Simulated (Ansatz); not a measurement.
`[OH][Zr]([OH])([SH])[SH]`. Charge 0, multiplicity 1. Correlated methods include outer-core shells of Zr, which these sets cover unevenly. Zr takes the def2 core potential.

Z-matrix (Å, degrees):
```
Zr
O 1 1.902
S 1 2.460 2 111.3
O 1 1.902 2 116.5 3 -119.1
S 1 2.460 2 104.1 3 118.0
H 2 0.953 1 168.7 3 87.7
H 3 1.347 1 91.7 2 52.7
H 4 0.953 1 168.7 2 -31.2
H 5 1.347 1 91.7 2 179.1
```

Question: Give the diagnostics of a CCSD(T)/def2-TZVPP run (frozen core, Ansatz 0.2.0). (Best estimate.)

Answer: Computed: T1 = 0.0173, largest single amplitude 0.036, largest double 0.021, (T) share of the correlation energy 4.4 %, 10 CCSD cycles. The RHF solution is stable towards an unrestricted one. T1 lies under the customary mark of 0.02 for closed shells.
